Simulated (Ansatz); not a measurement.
`CBN[SiH2]C` + H–F → `C[SiH2]F` + `CBN` at 600 K and 1 bar (ligand exchange at the Si–N bond).

Computed with Ansatz on PBE0-D4/def2-TZVP structures; ΔE is electronic, products minus reactants. CBS: MP2 limit from def2 TZ/QZ plus the TZ coupled-cluster correction, frozen cores. This one scheme is used for every species. One conformer a species, not always the lowest.

| species | CCSD(T)/CBS energy (Eh) | H − E (kJ/mol) | S (J/(mol·K)) |
| --- | --- | --- | --- |
| `CBN[SiH2]C` | -450.78607 | 393.5 | 481.6 |
| H–F | -100.39570 | 42.3 | 194.0 |
| `C[SiH2]F` | -430.00374 | 191.4 | 351.0 |
| `CBN` | -121.21267 | 244.5 | 338.1 |

H − E and S are ideal-gas, rigid-rotor, harmonic terms from PBE0-D4/def2-TZVP, for one conformer and one mirror image of each species. 1 Eh = 2625.50 kJ/mol, R = 8.31446 J/(mol·K).

Problem. By hand: ΔE, ΔH, ΔS and ΔG.

Solution. ΔE = (-430.00374) + (-121.21267) − (-450.78607) − (-100.39570) = -0.03464 Eh = -90.9 kJ/mol. Δ(H − E) = 191.4 + 244.5 − 393.5 − 42.3 = 0.1, so ΔH = -90.8 kJ/mol. ΔS = 351.0 + 338.1 − 481.6 − 194.0 = 13.5 J/(mol·K). ΔG = -90.8 − 600 × (13.5)/1000 = -98.9 kJ/mol.

Problem. By hand: the equilibrium constant, and the temperature at which ΔG would vanish if ΔH and ΔS stayed fixed.

Solution. log₁₀ K = −ΔG/(RT ln 10) = 8.6. ΔH and −TΔS have one sign here, so there is no such temperature.

The number of gas molecules stays the same, so ΔS is small and ΔH decides. A doubt of 5 kJ/mol in ΔE shifts log₁₀ K by 0.4 here. Other conformers and mirror images would add mixing entropy, several J/(mol·K) or more a flexible species. These are equilibria of isolated gas molecules and say nothing of rates. Largest T1 diagnostic: 0.011 (customary marks: 0.02 for closed shells, 0.045 for open ones).
